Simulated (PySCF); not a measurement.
# Core-level binding energies of `CCc1cc(C)nnn1`

Compound: C6H9N3.
Z-matrix (Å and degrees, PBE0-D3(BJ)/def2-SVP geometry), rows numbered from 1:
```
C 
C   1  1.5251
C   2  1.4985  1  112.10
C   3  1.3871  2  123.87  1  -115.36
C   4  1.3930  3  116.30  2   179.11
C   5  1.4933  4  122.98  3  -179.79
N   5  1.3384  4  120.17  3     0.07
N   7  1.3094  5  120.72  4    -0.08
N   8  1.3028  7  121.82  5    -0.04
H   1  1.1008  2  111.25  3    63.26
H   1  1.0994  2  109.98  3   -56.40
H   1  1.0997  2  110.89  3  -176.43
H   2  1.1009  1  111.00  3  -122.73
H   2  1.1024  1  109.35  3   119.12
H   4  1.0932  3  121.76  2    -0.95
H   6  1.1012  5  110.72  4    62.24
H   6  1.1008  5  110.96  4   -56.92
H   6  1.0968  5  109.38  4  -177.61
```

Method: PySCF 2.14.0, delta-SCF UKS SCAN, pcX-2 on the ionised atom, pcseg-1 elsewhere, spin-free X2C. Vertical ΔSCF values, vacuum level as zero.

List the computed XPS lines with their assignment.

```json
{"atom(s)": "N8", "environment": "pyridine-type nitrogen", "level": "N 1s", "binding energy (eV)": "406.38", "above the level's lowest (eV)": "+1.05", "count": "1"}
{"atom(s)": "N9", "environment": "pyridine-type nitrogen", "level": "N 1s", "binding energy (eV)": "405.36", "above the level's lowest (eV)": "+0.03", "count": "1"}
{"atom(s)": "N7", "environment": "pyridine-type nitrogen", "level": "N 1s", "binding energy (eV)": "405.33", "above the level's lowest (eV)": "0.00", "count": "1"}
{"atom(s)": "C5", "environment": "substituted aromatic carbon", "level": "C 1s", "binding energy (eV)": "292.15", "above the level's lowest (eV)": "+1.33", "count": "1"}
{"atom(s)": "C3", "environment": "substituted aromatic carbon", "level": "C 1s", "binding energy (eV)": "292.01", "above the level's lowest (eV)": "+1.19", "count": "1"}
{"atom(s)": "C6", "environment": "benzylic-type carbon", "level": "C 1s", "binding energy (eV)": "291.27", "above the level's lowest (eV)": "+0.45", "count": "1"}
{"atom(s)": "C2", "environment": "benzylic-type carbon", "level": "C 1s", "binding energy (eV)": "291.17", "above the level's lowest (eV)": "+0.35", "count": "1"}
{"atom(s)": "C4", "environment": "aromatic CH carbon", "level": "C 1s", "binding energy (eV)": "291.13", "above the level's lowest (eV)": "+0.31", "count": "1"}
{"atom(s)": "C1", "environment": "methyl carbon", "level": "C 1s", "binding energy (eV)": "290.82", "above the level's lowest (eV)": "0.00", "count": "1"}
```

The listed C 1s values span 1.33 eV, from C1 (bonded to C and 3 H) to C5 (bonded to N (aromatic in the SMILES), C (aromatic in the SMILES) and C). The widest gap between neighbouring values is 0.74 eV, between 291.27 and 292.01 eV. Summing the Pauling electronegativity differences to the bonded atoms, each weighted by its formal bond order, gives -1.05 for the lowest site and +0.74 for the highest; no listed site has a larger sum than the highest. The values 291.13 and 291.17 eV lie too close for their order to be trusted.

Lowest listed N 1s: N7, bonded to N (aromatic in the SMILES) and C (aromatic in the SMILES). Highest, 1.05 eV above it: N8, bonded to 2 N (aromatic in the SMILES). The values 405.33 and 405.36 eV lie too close for their order to be trusted.

What is the C 1s shift of C5 against C4?

292.15 − 291.13 = +1.02 eV, or +98 kJ/mol.

Which photon wavelength matches the C 1s of C1 threshold?

λ = hc/E = 12398.42 eV Å / 290.82 eV = 42.633 Å.

Isolated species at its PBE0-D3(BJ)/def2-SVP geometry (one conformer only).

On AMD EPYC 7R43, one thread, shared host with 256 logical CPUs at a one-minute load of 69, this took 2.9 min wall and 0.57 GiB of memory at its peak.
